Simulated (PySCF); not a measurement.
# Bond curve of BeSi⁺

Set-up: Be pcseg-1, Si pcseg-1; no relativity (PySCF 2.14). Energies in eV from Be + Si⁺ in their ground configurations at the same level. State: ²Π (doublet), unpaired electrons π ↑.

| R (Å) | r²SCAN0 | PBE0 | M06 | BP86 |
| --- | --- | --- | --- | --- |
| 1.983 | -1.638 | -1.641 | -1.636 | -1.706 |
| 2.075 | -1.874 | -1.879 | -1.860 | -1.952 |
| 2.168 | -2.000 | -2.006 | -1.978 | -2.087 |
| 2.237 | -2.043 | -2.050 | -2.014 | -2.136 |
| 2.306 | -2.056 | -2.060 | -2.018 | -2.150 |
| 2.375 | -2.046 | -2.046 | -1.997 | -2.139 |
| 2.467 | -2.007 | -2.001 | -1.942 | -2.096 |
| 2.583 | -1.929 | -1.917 | -1.847 | -2.013 |
| 2.721 | -1.813 | -1.794 | -1.719 | -1.892 |
| 2.906 | -1.645 | -1.620 | -1.543 | -1.721 |

Put a parabola through the three lowest points of the r²SCAN0 curve and estimate Re, k and ωe (reduced mass 6.816 u; 1 eV/Å² = 0.16022 mdyn/Å; ωe = 1302.8·√(k/μ) cm⁻¹).

Through R = 2.237, 2.306, 2.375 Å the second-order coefficient is 2.42 eV/Å², so Re ≈ 2.310 Å, k ≈ 0.774 mdyn/Å and ωe ≈ 439 cm⁻¹. A polynomial fit of higher order to the unrounded r²SCAN0 energies gives Re = 2.307 Å, k = 0.754 mdyn/Å, ωe = 433 cm⁻¹; anharmonicity and rounding make the difference.

The higher-order fit for each curve: r²SCAN0: Re = 2.307 Å, ωe = 433 cm⁻¹, De = 2.06 eV; PBE0: Re = 2.298 Å, ωe = 457 cm⁻¹, De = 2.06 eV; M06: Re = 2.280 Å, ωe = 478 cm⁻¹, De = 2.02 eV; BP86: Re = 2.307 Å, ωe = 458 cm⁻¹, De = 2.15 eV.

⟨S²⟩ of the unrestricted solution departs from its pure value on part of the curve, where spin states mix. For an ion De counts to the pair picked by the measured ionisation energies or electron affinities, which need not be the lowest pair at this level. The state was picked by a PBE0 search and need not be the measured ground state.
